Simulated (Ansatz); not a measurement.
Species: InH₃, net charge 0, singlet state. 
Coordinates optimised at B3LYP-D3(BJ)/def2-TZVP (Ansatz, a first-principles code):
SMILES: [InH3]
```xyz
4

In     0.0000     0.0000     0.0000
H      0.7249    -0.4887     1.4935
H     -0.3815     1.6659    -0.2723
H     -0.3434    -1.1771    -1.2211
```

Wanted: vertical triplet-singlet gap (E(triplet) - E(singlet); each state is the SCF solution reached for its spin; the molecule has degenerate orbitals, so one determinant may break the symmetry; the UHF <S^2> is 2.12 for the triplet (pure: 2.00); for the triplet the Hartree-Fock reference is unstable and T1 is 0.036), in kJ/mol. Correlated levels leave the core frozen unless marked. UHF or UKS for open shells. No spin-orbit coupling. Frozen are the shells of the preceding noble gas and the d and f shells that filled before the atom's block. Past Kr the def2 sets carry scalar-relativistic core potentials. 

| level | program | vertical triplet-singlet gap (kJ/mol) |
|---|---|---|
| RI-HF/def2-TZVPPD | Ansatz | 439.9 |
| RI-HF/def2-QZVPPD | Ansatz | 439.1 |
| SVWN5/def2-TZVPD | Ansatz | 408.2 |
| PBE/def2-TZVPD | Ansatz | 413.2 |
| r2SCAN/def2-TZVPD | Ansatz | 416.2 |
| B3LYP/def2-TZVPD | Ansatz | 438.3 |
| PBE0/def2-TZVPD | Ansatz | 433.3 |
| BHLYP/def2-TZVPD | Ansatz | 457.1 |
| CAM-B3LYP/def2-TZVPD | Ansatz | 451.4 |
| wB97M-V/def2-TZVPD | Ansatz | 464.4 |
| wB97X-V/def2-TZVPD | Ansatz | 478.0 |
| B2PLYP/def2-TZVPD | Ansatz | 451.2 |
| RI-MP2/def2-TZVPPD | Ansatz | 471.3 |
| RI-MP2/def2-QZVPPD | Ansatz | 472.7 |
| CCSD/def2-SVPD | Ansatz | 460.4 |
| CCSD/def2-TZVPPD | Ansatz | 464.0 |
| CCSD/def2-QZVPPD | Ansatz | 464.8 |
| CCSD(T)/def2-SVPD | Ansatz | 456.7 |
| CCSD(T)/def2-TZVPPD | Ansatz | 459.4 |
| CCSD(T)/def2-QZVPPD | Ansatz | 459.8 |
